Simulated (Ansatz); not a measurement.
## Nudged elastic band run: CH7BrOSiSn

The input (input.yaml):

```yaml
crystal:
  periodic: [false, false, false]
  atoms:
    - { symbol: O, position_ang: [-1.77671, 1.035064, -0.655769] }
    - { symbol: Si, position_ang: [-1.053516, -0.42524, -1.027389] }
    - { symbol: C, position_ang: [0.173844, -0.866733, 0.328432] }
    - { symbol: Br, position_ang: [1.254256, -2.360576, -0.325723] }
    - { symbol: Sn, position_ang: [1.437416, 0.815919, 0.886004] }
    - { symbol: H, position_ang: [-2.498123, 1.029009, -0.020966] }
    - { symbol: H, position_ang: [-0.311611, -0.213127, -2.296084] }
    - { symbol: H, position_ang: [-2.069835, -1.513716, -1.16844] }
    - { symbol: H, position_ang: [-0.330954, -1.232205, 1.235791] }
    - { symbol: H, position_ang: [2.802092, 0.193628, 1.709631] }
    - { symbol: H, position_ang: [0.542938, 1.857175, 1.912684] }
    - { symbol: H, position_ang: [1.907101, 1.625602, -0.544073] }
basis:
  gaussian: { orbitals: def2-SVP }
hamiltonian:
  xc: pbe0
  dispersion: d4
neb:
  order_check: false
  images: 7
  f_tol: 0.03
  max_iterations: 24
  final_atoms:
    - { symbol: O, position_ang: [-1.20231391, 0.71901129, -1.81199204] }
    - { symbol: Si, position_ang: [-1.30567196, -0.54861417, -0.74378707] }
    - { symbol: C, position_ang: [0.34073933, -0.9130799, 0.09329154] }
    - { symbol: Br, position_ang: [1.65548594, -1.4927499, -1.23527136] }
    - { symbol: Sn, position_ang: [1.18335009, 0.76133817, 1.19553411] }
    - { symbol: H, position_ang: [-0.94488085, 1.580743, -1.47294773] }
    - { symbol: H, position_ang: [-1.75900578, -1.71761826, -1.54115688] }
    - { symbol: H, position_ang: [-2.26728976, -0.2576132, 0.37044068] }
    - { symbol: H, position_ang: [0.22163837, -1.75005021, 0.80027312] }
    - { symbol: H, position_ang: [2.71644027, 0.30626656, 1.79177264] }
    - { symbol: H, position_ang: [0.12124163, 1.17699175, 2.47817863] }
    - { symbol: H, position_ang: [1.31716462, 2.08017488, 0.10976235] }
  initial_path:
    images:
      - { positions_ang: [[-1.77671, 1.035064, -0.655769], [-1.053516, -0.42524, -1.027389], [0.173844, -0.866733, 0.328432], [1.254256, -2.360576, -0.325723], [1.437416, 0.815919, 0.886004], [-2.498123, 1.029009, -0.020966], [-0.311611, -0.213127, -2.296084], [-2.069835, -1.513716, -1.16844], [-0.330954, -1.232205, 1.235791], [2.802092, 0.193628, 1.709631], [0.542938, 1.857175, 1.912684], [1.907101, 1.625602, -0.544073]] }
      - { positions_ang: [[-1.64966935, 1.06104727, -0.73322429], [-1.07891535, -0.44833985, -1.00990253], [0.18859795, -0.89837074, 0.28384389], [1.35204572, -2.26012546, -0.45718994], [1.37274674, 0.80697802, 0.89770702], [-2.24576112, 1.13573671, -0.03085083], [-0.45070472, -0.41450202, -2.30307563], [-2.1429523, -1.41463099, -0.99520469], [-0.27565024, -1.32549326, 1.18715597], [2.72996356, 0.22822822, 1.78653197], [0.40118651, 1.81206294, 1.90545845], [1.87601057, 1.66220915, -0.49715138]] }
      - { positions_ang: [[-1.5226287, 1.08703053, -0.81067957], [-1.10431469, -0.4714397, -0.99241607], [0.20335191, -0.93000849, 0.23925577], [1.44983545, -2.15967491, -0.58865688], [1.30807749, 0.79803704, 0.90941004], [-1.99339924, 1.24246441, -0.04073566], [-0.58979843, -0.61587703, -2.31006726], [-2.2160696, -1.31554597, -0.82196939], [-0.22034648, -1.41878151, 1.13852093], [2.65783513, 0.26282844, 1.86343295], [0.25943503, 1.76695089, 1.89823289], [1.84492014, 1.69881631, -0.45022976]] }
      - { positions_ang: [[-1.39558805, 1.1130138, -0.88813486], [-1.12971404, -0.49453955, -0.9749296], [0.21810586, -0.96164623, 0.19466766], [1.54762517, -2.05922437, -0.72012382], [1.24340823, 0.78909606, 0.92111306], [-1.74103736, 1.34919212, -0.05062048], [-0.72889215, -0.81725205, -2.3170589], [-2.2891869, -1.21646096, -0.64873408], [-0.16504272, -1.51206977, 1.0898859], [2.58570669, 0.29742866, 1.94033392], [0.11768354, 1.72183883, 1.89100734], [1.81382971, 1.73542346, -0.40330815]] }
      - { positions_ang: [[-1.2685474, 1.13899706, -0.96559015], [-1.15511339, -0.5176394, -0.95744313], [0.23285982, -0.99328397, 0.15007954], [1.6454149, -1.95877383, -0.85159075], [1.17873898, 0.78015508, 0.93281608], [-1.48867548, 1.45591983, -0.06050531], [-0.86798586, -1.01862707, -2.32405053], [-2.3623042, -1.11737595, -0.47549877], [-0.10973897, -1.60535802, 1.04125087], [2.51357825, 0.33202888, 2.0172349], [-0.02406794, 1.67672678, 1.88378179], [1.78273929, 1.77203061, -0.35638653]] }
      - { positions_ang: [[-1.25198903, 1.03400062, -1.17719062], [-1.19275303, -0.52538309, -0.90402912], [0.2598297, -0.97323295, 0.13588254], [1.64793266, -1.84226785, -0.9475109], [1.17989175, 0.77545085, 0.99849559], [-1.35272682, 1.48712562, -0.41361592], [-1.09074084, -1.19337487, -2.12832712], [-2.33855059, -0.90243526, -0.26401391], [-0.02689463, -1.64153107, 0.98100643], [2.56429376, 0.3255883, 1.96086933], [0.01225945, 1.55179302, 2.032381], [1.66634562, 1.84906668, -0.23984931]] }
      - { positions_ang: [[-1.23543066, 0.92900418, -1.38879109], [-1.23039267, -0.53312678, -0.8506151], [0.28679958, -0.95318194, 0.12168554], [1.65045042, -1.72576186, -1.04343106], [1.18104453, 0.77074662, 1.0641751], [-1.21677816, 1.51833141, -0.76672652], [-1.31349582, -1.36812266, -1.9326037], [-2.31479698, -0.68749458, -0.05252904], [0.0559497, -1.67770412, 0.92076199], [2.61500926, 0.31914772, 1.90450377], [0.04858684, 1.42685926, 2.18098021], [1.54995196, 1.92610274, -0.12331209]] }
      - { positions_ang: [[-1.21887229, 0.82400773, -1.60039157], [-1.26803232, -0.54087048, -0.79720108], [0.31376945, -0.93313092, 0.10748854], [1.65296818, -1.60925588, -1.13935121], [1.18219731, 0.7660424, 1.1298546], [-1.0808295, 1.54953721, -1.11983712], [-1.5362508, -1.54287046, -1.73688029], [-2.29104337, -0.47255389, 0.15895582], [0.13879404, -1.71387716, 0.86051755], [2.66572477, 0.31270714, 1.8481382], [0.08491424, 1.3019255, 2.32957942], [1.43355829, 2.00313881, -0.00677487]] }
      - { positions_ang: [[-1.20231391, 0.71901129, -1.81199204], [-1.30567196, -0.54861417, -0.74378707], [0.34073933, -0.9130799, 0.09329154], [1.65548594, -1.4927499, -1.23527136], [1.18335009, 0.76133817, 1.19553411], [-0.94488085, 1.580743, -1.47294773], [-1.75900578, -1.71761826, -1.54115688], [-2.26728976, -0.2576132, 0.37044068], [0.22163837, -1.75005021, 0.80027312], [2.71644027, 0.30626656, 1.79177264], [0.12124163, 1.17699175, 2.47817863], [1.31716462, 2.08017488, 0.10976235]] }
```

Launched with:

```bash
$ ansatz run input.yaml --threads 2 --pin off --max-ram 3072MiB --backend cpu --events-out ev --progress --plain --runs-dir out
```

Output, in part (warnings, iteration lines):

```
NEB end point (image 0): max|allowed force component| = 1.099e-2 eV/Å (the criterion of neb.relax_end_points is 1.000e-2)
NEB end point (image 8): max|allowed force component| = 1.018e-2 eV/Å (the criterion of neb.relax_end_points is 1.000e-2)
NEB iter   1: max|band force component| = 6.909e0 eV/Å  barrier→ = 1.1703 eV  barrier← = 1.1137 eV  Δτ_max = 0.2000 Å  (234 SCF iters)
NEB iter   2: max|band force component| = 1.429e0 eV/Å  barrier→ = 0.2218 eV  barrier← = 0.1652 eV  Δτ_max = 0.1157 Å  (206 SCF iters)
NEB iter   3: max|band force component| = 6.640e-1 eV/Å  barrier→ = 0.1005 eV  barrier← = 0.0439 eV  Δτ_max = 0.1682 Å  (207 SCF iters)
NEB iter   4: max|band force component| = 2.700e-1 eV/Å  barrier→ = 0.0778 eV  barrier← = 0.0212 eV  CI = image 4  Δτ_max = 0.0974 Å  (206 SCF iters)
NEB iter   5: max|band force component| = 1.798e-1 eV/Å  barrier→ = 0.0664 eV  barrier← = 0.0098 eV  CI = image 4  Δτ_max = 0.0599 Å  (202 SCF iters)
NEB iter   6: max|band force component| = 1.277e-1 eV/Å  barrier→ = 0.0623 eV  barrier← = 0.0057 eV  CI = image 4  Δτ_max = 0.1687 Å  (195 SCF iters)
NEB iter   7: max|band force component| = 1.087e-1 eV/Å  barrier→ = 0.0611 eV  barrier← = 0.0045 eV  CI = image 4  Δτ_max = 0.1417 Å  (199 SCF iters)
NEB iter   8: max|band force component| = 1.145e-1 eV/Å  barrier→ = 0.0610 eV  barrier← = 0.0044 eV  CI = image 4  Δτ_max = 0.0716 Å  (203 SCF iters)
NEB iter   9: max|band force component| = 8.581e-2 eV/Å  barrier→ = 0.0607 eV  barrier← = 0.0041 eV  CI = image 4  Δτ_max = 0.0713 Å  (204 SCF iters)
NEB iter  10: max|band force component| = 9.036e-2 eV/Å  barrier→ = 0.0604 eV  barrier← = 0.0038 eV  CI = image 4  Δτ_max = 0.0358 Å  (189 SCF iters)
NEB iter  11: max|band force component| = 9.615e-2 eV/Å  barrier→ = 0.0600 eV  barrier← = 0.0034 eV  CI = image 4  Δτ_max = 0.0178 Å  (189 SCF iters)
NEB iter  12: max|band force component| = 7.647e-2 eV/Å  barrier→ = 0.0597 eV  barrier← = 0.0031 eV  CI = image 4  Δτ_max = 0.0179 Å  (202 SCF iters)
NEB iter  13: max|band force component| = 6.203e-2 eV/Å  barrier→ = 0.0595 eV  barrier← = 0.0029 eV  CI = image 4  Δτ_max = 0.0178 Å  (195 SCF iters)
NEB iter  14: max|band force component| = 6.774e-2 eV/Å  barrier→ = 0.0592 eV  barrier← = 0.0026 eV  CI = image 4  Δτ_max = 0.0089 Å  (198 SCF iters)
NEB iter  15: max|band force component| = 5.206e-2 eV/Å  barrier→ = 0.0591 eV  barrier← = 0.0025 eV  CI = image 4  Δτ_max = 0.0089 Å  (171 SCF iters)
NEB iter  16: max|band force component| = 5.057e-2 eV/Å  barrier→ = 0.0589 eV  barrier← = 0.0023 eV  CI = image 4  Δτ_max = 0.0089 Å  (169 SCF iters)
NEB iter  17: max|band force component| = 4.966e-2 eV/Å  barrier→ = 0.0587 eV  barrier← = 0.0021 eV  CI = image 4  Δτ_max = 0.0179 Å  (173 SCF iters)
NEB iter  18: max|band force component| = 4.705e-2 eV/Å  barrier→ = 0.0584 eV  barrier← = 0.0018 eV  CI = image 4  Δτ_max = 0.0179 Å  (191 SCF iters)
NEB iter  19: max|band force component| = 4.433e-2 eV/Å  barrier→ = 0.0580 eV  barrier← = 0.0014 eV  CI = image 4  Δτ_max = 0.0179 Å  (192 SCF iters)
NEB iter  20: max|band force component| = 4.196e-2 eV/Å  barrier→ = 0.0576 eV  barrier← = 0.0010 eV  CI = image 4  Δτ_max = 0.0179 Å  (191 SCF iters)
NEB iter  21: max|band force component| = 3.946e-2 eV/Å  barrier→ = 0.0571 eV  barrier← = 0.0005 eV  CI = image 4  Δτ_max = 0.0179 Å  (192 SCF iters)
NEB iter  22: max|band force component| = 3.747e-2 eV/Å  barrier→ = 0.0566 eV  barrier← = -0.0000 eV  CI = image 4  Δτ_max = 0.0178 Å  (194 SCF iters)
NEB iter  23: max|band force component| = 3.789e-2 eV/Å  barrier→ = 0.0560 eV  barrier← = -0.0006 eV  CI = image 4  Δτ_max = 0.0178 Å  (191 SCF iters)
NEB iter  24: max|band force component| = 3.803e-2 eV/Å  barrier→ = 0.0554 eV  barrier← = -0.0012 eV  CI = image 4  Δτ_max = 0.0178 Å  (192 SCF iters)
Error: NEB band did not converge after 24 iterations: max|band force component| = 3.80e-2 eV/Å (threshold 3.0e-2); raise `neb.max_iterations` in a new run, which can start from the last band evaluated (`neb.initial_path`, with `crystal.atoms` and `neb.final_atoms` set to its first and last images), …
```

It did not converge within its limit. The band didn't meet its force threshold, so its energies are provisional: the largest band force was still 0.04 eV/Å, and over the last iterations the top stayed at 0.06 eV.

Final band (atoms are numbered from 1 in the order of the input):

```
image  path coordinate (Å)  energy (kcal/mol)  dihedral H7–Si2–C3–Sn5 (°)
    0                 0.00                0.0                          70
    1                 0.56                0.2                          83
    2                 1.12                0.7                          96
    3                 1.69                1.1                         108
    4                 2.25                1.3                         121
    5                 3.11                0.8                         139
    6                 3.98                0.3                         157
    7                 4.84                1.2                         168
    8                 5.71                1.3                         176
```

The run took 18 min on 2 threads of Arm Neoverse V1, with other jobs on the host, peak memory 0.47 GiB.
